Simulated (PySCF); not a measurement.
# How the method changes the constants of TlO

State: ²Π (doublet), unpaired electrons π ↑. Set-up: basis Tl def2-SVPD with ECP60, O def2-SVPD; scalar-relativistic core potentials; PySCF 2.14. De refers to Tl + O in their high-spin ground configurations, without counterpoise correction. The functionals are run spin-unrestricted. A positive dipole means Tl(−)O(+).

```json
{"Level": "UHF", "Re (Å)": "2.210", "ωe (cm⁻¹)": "456", "De (eV)": "1.38", "μ (D)": "-4.35"}
{"Level": "UHF-MP2", "Re (Å)": "2.220", "ωe (cm⁻¹)": "452", "De (eV)": "3.12", "μ (D)": "n/a"}
{"Level": "UHF-SCS-MP2", "Re (Å)": "2.227", "ωe (cm⁻¹)": "447", "De (eV)": "3.05", "μ (D)": "n/a"}
{"Level": "UHF-CCSD", "Re (Å)": "2.225", "ωe (cm⁻¹)": "446", "De (eV)": "2.89", "μ (D)": "n/a"}
{"Level": "UHF-CCSD(T)", "Re (Å)": "2.232", "ωe (cm⁻¹)": "440", "De (eV)": "3.02", "μ (D)": "n/a"}
{"Level": "PBE", "Re (Å)": "2.250", "ωe (cm⁻¹)": "423", "De (eV)": "3.59", "μ (D)": "-3.89"}
{"Level": "BP86", "Re (Å)": "2.247", "ωe (cm⁻¹)": "426", "De (eV)": "3.57", "μ (D)": "-3.86"}
{"Level": "TPSS", "Re (Å)": "2.240", "ωe (cm⁻¹)": "433", "De (eV)": "3.41", "μ (D)": "-3.86"}
{"Level": "r²SCAN", "Re (Å)": "2.223", "ωe (cm⁻¹)": "445", "De (eV)": "3.38", "μ (D)": "-3.85"}
{"Level": "M06-L", "Re (Å)": "2.242", "ωe (cm⁻¹)": "437", "De (eV)": "3.57", "μ (D)": "-4.08"}
{"Level": "PBE0", "Re (Å)": "2.220", "ωe (cm⁻¹)": "446", "De (eV)": "3.19", "μ (D)": "-4.04"}
{"Level": "CAM-B3LYP", "Re (Å)": "2.214", "ωe (cm⁻¹)": "452", "De (eV)": "3.28", "μ (D)": "-4.14"}
```

(1) Which functional lies closest to UHF-CCSD(T) in De, which farthest, and by how much do they differ from it?

(2) What does a quarter of exact exchange do here, going from PBE to PBE0?

(3) What does the step from GGA to meta-GGA do here, going from PBE to r²SCAN?

Correlated steps freeze 5 core orbitals. Correlated levels converge slowly with the basis: in double zeta they bind strong bonds too weakly, by up to about 1 eV, and carry superposition errors of some tenths. Spin–orbit coupling is left out, which matters for elements this heavy, above all for dissociation energies. The state was picked by a PBE0 search and need not be the measured ground state.

Results:

(1) Closest is PBE0 (-1.2 pm in Re, +1.4 % in ωe, +0.17 eV in De against UHF-CCSD(T) in the same basis), farthest PBE (+1.8 pm in Re, -3.9 % in ωe, +0.57 eV in De). CCSD(T) converges more slowly with the basis than the functionals do and binds too weakly in this one, so the order can change at the basis-set limit.

(2) PBE0 less PBE: -3.0 pm in Re, +5.4 % in ωe, -0.40 eV in De. Exact exchange removes part of the self-interaction that spreads semilocal densities, and in most molecules shortens and stiffens the bond and lowers De; so it does here.

(3) r²SCAN less PBE: -2.7 pm in Re, +5.2 % in ωe, -0.21 eV in De.
